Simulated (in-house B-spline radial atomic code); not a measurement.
Inner levels of silver as electrons are removed. A shift is the extra binding of the orbital against the neutral atom ([Kr] 4d10 5s1). The density at the nucleus is averaged over the nuclear charge. Computed with a radial B-spline atomic code at the basis-set limit: Dirac-Hartree-Fock, average of the configuration, finite nuclei.

```
  ion      configuration  shift of 3d3/2 (eV)  shift of 2p3/2 (eV)  shift of 3p3/2 (eV)  radius of 3d3/2 (bohr)  radius of 2p3/2 (bohr)  radius of 3p3/2 (bohr)  Σ<r²> (bohr²)  change of density at nucleus (bohr⁻³)
Ag10+           [Kr] 4d1               200.03                205.3               200.21                 0.34107                  0.1192                 0.36745         11.191                                 91.616
Ag11+  [Ar] 3d10 4s2 4p6               227.81               234.48               227.97                 0.34057                 0.11919                 0.36703         9.8409                                 111.78
Ag12+  [Ar] 3d10 4s2 4p5               258.57               266.97                258.3                 0.33986                 0.11917                 0.36717         8.7556                                 137.79
Ag13+  [Ar] 3d10 4s2 4p4               290.15               300.44               289.43                 0.33911                 0.11916                 0.36673         7.7302                                 164.96
Ag14+  [Ar] 3d10 4s2 4p3               322.55               334.88               321.34                 0.33832                 0.11914                 0.36626         6.7594                                 193.29
Ag15+  [Ar] 3d10 4s2 4p2               355.74               370.29                  354                 0.33748                 0.11913                 0.36575         5.8385                                 222.79
Ag16+  [Ar] 3d10 4s2 4p1               389.72               406.65               387.41                  0.3366                 0.11911                  0.3652         4.9637                                 253.45
Ag17+      [Ar] 3d10 4s2               424.47               443.95               421.56                 0.33568                 0.11909                 0.36462         4.1315                                 285.28
Ag18+      [Ar] 3d10 4s1                460.8               482.78               457.34                  0.3347                 0.11906                  0.3639         3.3873                                -33.126
Ag19+          [Ar] 3d10               497.82               522.47                493.8                 0.33369                 0.11904                 0.36315         2.6748                                -371.25
Ag20+           [Ar] 3d9               562.66               599.68                553.7                 0.32847                 0.11894                 0.35953         2.4781                                -305.24
Ag21+           [Ar] 3d8               629.12               679.13               614.92                 0.32344                 0.11883                 0.35595          2.293                                -236.08
```
